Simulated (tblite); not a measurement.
Compound: C7H14Ge.
Atom-mapped SMILES: `[CH2:1]=[CH:2][C@@H:3]1[GeH2:4][CH2:5][C@@H:6]1[CH2:7][CH3:8]` (hydrogens: H9, H10 on C1; H11 on C2; H12 on C3; H13, H14 on Ge4; H15, H16 on C5; H17 on C6; H18, H19 on C7; H20, H21, H22 on C8)

Computed with GFN2-xTB (tblite), gas phase: L-BFGS steps from a force-field or distance-geometry start until the largest atomic force falls under 0.01 eV/Å.

The end geometry, which sets the zero of energy:
```
atom  x, y, z in Å
C1     -1.9056    1.0961   -2.1443
C2     -1.1366    1.0616   -1.0695
C3     -1.2491    0.0581    0.0122
Ge4    -1.3419    0.9624    1.8128
C5      0.5495    0.4095    1.5667
C6      0.1011   -0.5638    0.4584
C7      1.1081   -0.7973   -0.6611
C8      2.3544   -1.5226   -0.1661
H9     -2.6706    0.3555   -2.3147
H10    -1.8074    1.8610   -2.8960
H11    -0.3774    1.8227   -0.9277
H12    -1.9935   -0.6941   -0.2519
H13    -1.6961    2.4313    1.9023
H14    -2.1111    0.2497    2.9022
H15     1.1525    1.2192    1.1561
H16     1.1095   -0.0561    2.3744
H17    -0.1245   -1.5303    0.9220
H18     1.3979    0.1589   -1.1014
H19     0.6295   -1.3885   -1.4465
H20     3.0463   -1.6921   -0.9880
H21     2.0909   -2.4868    0.2646
H22     2.8636   -0.9352    0.5947
```

**Question.** These geometries come from the run, each turned onto the end geometry. Order them by energy, lowest first.
A.
```
atom  x, y, z in Å
C1     -2.0045    1.0671   -2.1159
C2     -1.1447    1.0311   -1.1115
C3     -1.2276    0.0626    0.0041
Ge4    -1.3233    1.0078    1.7778
C5      0.5487    0.3555    1.6161
C6      0.1195   -0.5648    0.4515
C7      1.1548   -0.7441   -0.6533
C8      2.3726   -1.5235   -0.1683
H9     -2.8124    0.3574   -2.1913
H10    -1.9432    1.8081   -2.8947
H11    -0.3462    1.7631   -1.0639
H12    -1.9763   -0.6925   -0.2382
H13    -1.6225    2.4889    1.7349
H14    -2.1419    0.3941    2.8895
H15     1.2418    1.1339    1.2927
H16     1.0077   -0.1762    2.4496
H17    -0.1134   -1.5510    0.8659
H18     1.4800    0.2325   -1.0208
H19     0.6869   -1.2769   -1.4861
H20     3.1381   -1.5537   -0.9410
H21     2.0981   -2.5459    0.0847
H22     2.7972   -1.0542    0.7172
```
B.
```
atom  x, y, z in Å
C1     -1.6924    0.6120   -2.2630
C2     -1.3312    1.0476   -1.0687
C3     -1.3126    0.2005    0.1597
Ge4    -1.1295    1.1828    1.8895
C5      0.4812    0.0285    1.7995
C6      0.0136   -0.5816    0.4574
C7      1.0573   -0.4849   -0.6483
C8      2.2866   -1.3394   -0.3548
H9     -1.9859   -0.4144   -2.4241
H10    -1.7088    1.2553   -3.1290
H11    -1.0469    2.0883   -0.9476
H12    -2.1342   -0.5140    0.0952
H13    -0.9203    2.6732    1.7652
H14    -2.1349    0.9829    3.0006
H15     1.4245    0.5619    1.7013
H16     0.6006   -0.7206    2.5788
H17    -0.2292   -1.6391    0.5975
H18     1.3599    0.5576   -0.7718
H19     0.6107   -0.8124   -1.5908
H20     3.0091   -1.2550   -1.1654
H21     2.0014   -2.3849   -0.2507
H22     2.7706   -1.0252    0.5685
```
C.
```
atom  x, y, z in Å
C1     -2.0551    0.9035   -2.1651
C2     -1.1859    0.9592   -1.1691
C3     -1.2255    0.0928    0.0314
Ge4    -1.2746    1.0964    1.7806
C5      0.5118    0.2335    1.7321
C6      0.1232   -0.5623    0.4645
C7      1.2063   -0.5767   -0.6097
C8      2.3660   -1.4935   -0.2380
H9     -2.8641    0.1894   -2.1749
H10    -2.0067    1.5702   -3.0104
H11    -0.3921    1.6957   -1.1956
H12    -2.0063   -0.6596   -0.0957
H13    -1.3204    2.6072    1.7277
H14    -2.2628    0.6526    2.8376
H15     1.3105    0.9457    1.5262
H16     0.8302   -0.3931    2.5635
H17    -0.0870   -1.5985    0.7443
H18     1.5855    0.4364   -0.7607
H19     0.7677   -0.9116   -1.5526
H20     3.1379   -1.4597   -1.0037
H21     2.0234   -2.5218   -0.1405
H22     2.8076   -1.1868    0.7072
```
D.
```
atom  x, y, z in Å
C1     -1.6873    0.6177   -2.2426
C2     -1.3584    1.0596   -1.0482
C3     -1.3330    0.2229    0.1764
Ge4    -1.1256    1.2168    1.8714
C5      0.4461    0.0512    1.7923
C6     -0.0007   -0.5684    0.4491
C7      1.0594   -0.5032   -0.6480
C8      2.2913   -1.3461   -0.3602
H9     -1.9343   -0.4172   -2.3750
H10    -1.7148    1.2581   -3.1018
H11    -1.0871    2.0896   -0.8978
H12    -2.1711   -0.4804    0.1585
H13    -0.8344    2.6748    1.6754
H14    -2.1219    0.8804    2.9265
H15     1.3953    0.5715    1.7042
H16     0.5358   -0.6764    2.5956
H17    -0.2230   -1.6269    0.5747
H18     1.3662    0.5259   -0.7855
H19     0.6483   -0.8288   -1.6033
H20     3.0220   -1.2748   -1.1602
H21     2.0345   -2.3917   -0.2536
H22     2.7821   -1.0353    0.5513
```
E.
```
atom  x, y, z in Å
C1     -1.9145    1.1013   -2.1402
C2     -1.1359    1.0504   -1.0734
C3     -1.2515    0.0498    0.0108
Ge4    -1.3367    0.9700    1.8040
C5      0.5495    0.4021    1.5630
C6      0.0957   -0.5758    0.4606
C7      1.1027   -0.8062   -0.6593
C8      2.3573   -1.5153   -0.1624
H9     -2.6893    0.3720   -2.3125
H10    -1.8146    1.8728   -2.8845
H11    -0.3651    1.8006   -0.9374
H12    -1.9997   -0.7005   -0.2475
H13    -1.6723    2.4438    1.8796
H14    -2.1050    0.2712    2.9024
H15     1.1595    1.2032    1.1464
H16     1.1074   -0.0589    2.3747
H17    -0.1301   -1.5398    0.9296
H18     1.3842    0.1543   -1.0964
H19     0.6307   -1.4011   -1.4463
H20     3.0785   -1.6226   -0.9695
H21     2.1156   -2.5057    0.2186
H22     2.8230   -0.9461    0.6389
```

**Answer.** E (0.002 eV), A (0.018 eV), C (0.039 eV), B (0.133 eV), D (0.233 eV).

In the order of the answer:

```json
{"step": "121", "E above end (eV)": "0.002", "largest force (eV/Å)": "0.03", "rms force component (eV/Å)": "0.009", "rms distance from end (Å)": "0.029", "rms bond change (Å)": "0.000", "bond most changed (Å)": "Ge4–C5 -0.001"}
{"step": "99", "E above end (eV)": "0.018", "largest force (eV/Å)": "0.09", "rms force component (eV/Å)": "0.029", "rms distance from end (Å)": "0.130", "rms bond change (Å)": "0.002", "bond most changed (Å)": "C3–Ge4 -0.005"}
{"step": "71", "E above end (eV)": "0.039", "largest force (eV/Å)": "0.04", "rms force component (eV/Å)": "0.014", "rms distance from end (Å)": "0.321", "rms bond change (Å)": "0.002", "bond most changed (Å)": "C3–C6 +0.009"}
{"step": "16", "E above end (eV)": "0.133", "largest force (eV/Å)": "0.10", "rms force component (eV/Å)": "0.027", "rms distance from end (Å)": "0.568", "rms bond change (Å)": "0.006", "bond most changed (Å)": "C3–Ge4 -0.019"}
{"step": "5", "E above end (eV)": "0.233", "largest force (eV/Å)": "0.41", "rms force component (eV/Å)": "0.146", "rms distance from end (Å)": "0.575", "rms bond change (Å)": "0.014", "bond most changed (Å)": "C3–Ge4 -0.041"}
```

What follows is the cost of the whole relaxation. Hardware: one thread, Intel Xeon at 2.50 GHz (x86_64), shared host. Cost: 3.5 s of wall time.
